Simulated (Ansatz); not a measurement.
`N[SiH](N)N`, relaxed with RKS PBE0-D4/def2-TZVP in Ansatz 0.2.0 from a PBE-D4/def2-SVP geometry. The force threshold is 0.005 eV/Å; the program also tests the step.

Total charge 0; spin multiplicity 1.

Start:

```xyz
11

N     0.823    1.366    0.253
Si    0.075   -0.065   -0.388
N     0.865   -1.357    0.480
N    -1.631    0.287   -0.275
H     0.474    2.279   -0.045
H     1.837    1.379    0.381
H     0.249   -0.466   -1.835
H     0.795   -2.309    0.113
H     0.837   -1.365    1.503
H    -2.286   -0.278   -0.820
H    -2.037    0.529    0.633
```

**Question.** How much energy does the relaxation release, and in how many steps? (Best estimate.)

**Answer.** Ansatz gave: 0.07 eV, in 7 steps, 1 of them rejected.

**Question.** Which bonds change most? (Estimate.)

**Answer.** Computed: Si2–N4 from 1.746 to 1.716 Å; Si2–N3 from 1.746 to 1.716 Å; N1–Si2 from 1.737 to 1.711 Å; Si2–H7 from 1.511 to 1.491 Å.

**Question.** Give the relaxed structure. (An estimate is asked.)

**Answer.** Ansatz gave: 
```xyz
11

N     0.814    1.339    0.227
Si    0.066   -0.075   -0.380
N     0.829   -1.349    0.479
N    -1.612    0.261   -0.261
H     0.456    2.245   -0.024
H     1.807    1.354    0.386
H     0.246   -0.459   -1.809
H     0.814   -2.286    0.113
H     0.875   -1.345    1.485
H    -2.272   -0.252   -0.823
H    -2.024    0.565    0.607
```
